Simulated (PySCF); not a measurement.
**Dipole response of N(2+) (nitrogen, charge +2)**

[He] 2s2 2p1, 2P determinant. Calculation: PySCF 2.14, in dyall-av3z (15s9p3d2f, 71 functions); scalar relativity by spin-free X2C-1e. Coupled (time-dependent) response in atomic units; α is the mean over directions.

```
method  mean α (bohr³)         α xx, yy, zz  C₆ (like pair)  S(−4)
   UHF           2.706  2.816, 2.486, 2.816           3.830  9.097
   PBE           2.581  2.693, 2.357, 2.693           3.661  6.836
  PBE0           2.594  2.709, 2.365, 2.709           3.678  7.026
revPBE           2.588  2.699, 2.365, 2.699           3.684  6.820
 TPSSh           2.616  2.730, 2.389, 2.730           3.770  7.128
```

S(−4) is the Cauchy moment in α(ω) = α(0) + S(−4) ω² + …

α(iu) at revPBE:

```
u (hartree)  α(iu) (bohr³)
          0          2.588
     0.0500          2.571
      0.100          2.522
      0.200          2.351
      0.300          2.125
      0.500          1.669
      0.750          1.232
       1.00         0.9383
       1.50         0.5938
       2.00         0.4085
       3.00         0.2268
       5.00         0.1002
```

For an ion, C₆ is the dispersion term alone; charge-induced terms of lower order in 1/R come first.

The components differ because the open shell of this determinant is not spherical; for a pure term their mean is the scalar polarisability.
